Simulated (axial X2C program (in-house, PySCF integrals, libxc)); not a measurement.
NaNi: from Re and ωe to a spectrum

A bond curve at the PBE0 level, 2c, was computed with an in-house relativistic program for diatomic molecules (basis Ni dyall-cv3z [9s9p6d3f2g], Na dyall-cv3z [9s8p5d2f] (cores contracted in-house)) for the state Ω = 1/2 (⟨Sz⟩ = 0.49, ⟨Lz⟩ = 0.01 at PBE0). Its fit gives Re = 2.6342 Å, ωe = 204.1 cm⁻¹, ωexe = 0.67 cm⁻¹ and αe = 8.294e-04 cm⁻¹; the masses are 57.9353 and 22.9898 u. Two-component means X2C with spin–orbit coupling and atomic mean-field Coulomb and Gaunt terms.

Q: Find the reduced mass, Be and the force constant.

A: From the PBE0 values: μ = 16.4587 u. Be = 16.8576/(μ Re²) = 0.1476 cm⁻¹. k = 5.8918×10⁻⁷ μ ωe² = 0.404 mdyn/Å.

Q: A Morse curve ties αe to the other constants (Pekeris). How well does that hold?

A: αe(Morse) = 6Be²/ωe × (√(ωexe/Be) − 1) = 7.241e-04 cm⁻¹; the PBE0 curve gives 8.294e-04 cm⁻¹, a ratio of 0.87.

Q: Estimate the centrifugal constant by the Kratzer relation.

A: D = 4Be³/ωe² = 3.09e-07 cm⁻¹.

Q: Where do the fundamental and the first overtone lie?

A: ν(1←0) = ωe − 2ωexe = 202.8 cm⁻¹; ν(2←0) = 2ωe − 6ωexe = 404.2 cm⁻¹.

Q: The dipole moment p changes by 1.47 D/Å at Re. What harmonic infrared intensity follows?

A: I = 42.256 × (dp/dR)²/μ = 5.5 km/mol.

One determinant describes the state; a PBE0 search over occupations chose it and may have missed a lower one. Density functionals use the spin component along the axis (collinear). PBE0 can misorder states that lie within some tenths of an eV, so this need not be the ground state of the molecule. The nearest other 2c determinant of the search, Ω = 5/2, lies 0.01 eV up at the distance of the search.
